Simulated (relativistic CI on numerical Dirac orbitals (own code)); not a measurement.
V⁺ in a cubic cluster: 2p photoemission with charge transfer

Computed with a charge-transfer multiplet model of a cubic metal-ligand cluster with up to one ligand hole, Slater and spin-orbit integrals from Dirac-Coulomb-Breit ions, Slater integrals scaled by 0.8. The ground state mixes d4 with configurations of k ligand holes L, whose averages lie at kΔ + k(k − 1)U_dd/2; a core hole lowers each added d electron by U_cd. 300 K, Lorentzian 0.6 eV and Gaussian 0.8 eV FWHM.

Atomic integrals in eV (Slater integrals scaled, ζ unscaled), ground: F2dd 6.042, F4dd 3.713, zeta_d 0.015; with the core hole: F2dd 7.850, F4dd 4.885, zeta_d 0.030, zeta_core 4.613, F2cd 4.315, G1cd 3.109, G3cd 1.763.

Cluster parameters (eV): Δ = 9, U_dd = 4.9, U_cd = 6.1, 10Dq(ligand) = 0.7, V(eg) = 2.05, V(t2g) = -1.05, final-state hopping factor = 1.

```
         Case   n_d    d4   d5L     S
10Dq = 0.1 eV  4.13  0.87  0.13  2.00
  10Dq = 1 eV  4.12  0.88  0.12  2.00
10Dq = 1.9 eV  4.13  0.87  0.13  1.00
```

Weights, n_d and S are thermal averages at 300 K. Binding energies count from the first peak over 30 % of the highest in each spectrum, which can be another peak from case to case. The parameters are a model scan and need not match a compound or its usual spin state. Peaks in eV (height, largest 100):
- 10Dq = 0.1 eV: 0.0 (100), 0.7 (98), 4.0 (25), 8.4 (61)
- 10Dq = 1 eV: 0.0 (100), 4.4 (20), 8.4 (58)
- 10Dq = 1.9 eV: 0.0 (100), 7.7 (48)

For the case 10Dq = 1 eV, Δ = 9 eV is larger than U_dd = 4.9 eV, the Mott-Hubbard side of the Zaanen-Sawatzky-Allen scheme. With the core hole the average of the configuration with one ligand hole lies at Δ − U_cd = 2.9 eV before mixing: the effective hopping of about 3.9 eV (from the holes of the mixed ground state) is comparable with this gap or larger, so the configurations mix strongly. The thermal average of S changes within this range, from 2.0 to 1.0; a value between half-integers is an average over states of different spin.

With at most 1 ligand hole the space is cut while the next configuration still counts, so covalency is underestimated, and a final configuration with one more ligand hole, which can lie low, is missing from the spectra.
